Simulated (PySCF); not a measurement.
F₄Zr, SMILES [F][Zr+]([F])([F])[F] (connectivity only; charge and spin as stated), charge +1, multiplicity 2.

Coordinates come from a B3LYP-D3(BJ)/def2-SVP optimisation. The multiplicity is an assumed one; other spin states were not compared. The def2 effective core potentials stand for the cores of Zr; spin–orbit coupling is left out.

Computed with PySCF with B3LYP-D3(BJ)/def2-SVP.

Frequencies are harmonic and unscaled.

Computed harmonic wavenumbers and intensities:
```csv
mode,ν (cm⁻¹),IR (km/mol),moving atoms (share of kinetic energy)
1,70,59.9,"F 69 %, Zr 31 %"
2,114,0.0,F 100 %
3,128,14.8,"F 80 %, Zr 20 %"
4,166,10.4,F 92 %
5,307,15.1,"F 91 %, Zr 9 %"
6,350,14.9,"F 87 %, Zr 13 %"
7,597,50.6,"F 86 %, Zr 14 %"
8,764,112.0,"F 85 %, Zr 15 %"
9,783,182.1,"F 76 %, Zr 24 %"
```
